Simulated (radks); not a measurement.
Results of a calculation; reference values are marked as such.
Question: Nb III, 39 electrons, occupied as [Kr] 4d(up 2, down 1) (spins set by hand, not the high-spin state). Level of theory: scalar-relativistic Kohn-Sham, LDA (Slater exchange, Perdew-Wang correlation), spin-polarised, spherical densities, finite nucleus; Fermi nuclear charge, rms radius 4.324 fm (a radial shooting solver on a logarithmic mesh with Libxc functionals). Some entries of the table are withheld. Estimate them.

orbital,occ.,eigenvalue (eV),r(max) (bohr)
1s down,1,-18799.06,0.02352
1s up,1,-18799.06,0.02352
2s up,1,-2645.536,0.1334
2s down,1,-2645.437,0.1334
2p up,3,-2366.024,0.1065
2p down,3,-2365.949,0.1065
3s up,1,-455.6322,0.3961
3s down,1,-455.5611,0.3961
3p up,3,-364.2723,0.3895
3p down,3,-364.1948,0.3896
3d up,5,-214.4085,0.3338
3d down,5,-214.3031,0.3338
4s up,1,-76.2676,1.029
4s down,1,-75.7193,1.028
4p up,3,(1),(2)
4p down,3,(3),(4)
4d up,2,-19.6210,(5)
4d down,1,-18.9780,(6)

Answer: 
(1) 4p up eigenvalue (eV): -52.2959
(2) 4p up r(max) (bohr): 1.119
(3) 4p down eigenvalue (eV): -51.6953
(4) 4p down r(max) (bohr): 1.118
(5) 4d up r(max) (bohr): 1.451
(6) 4d down r(max) (bohr): 1.448
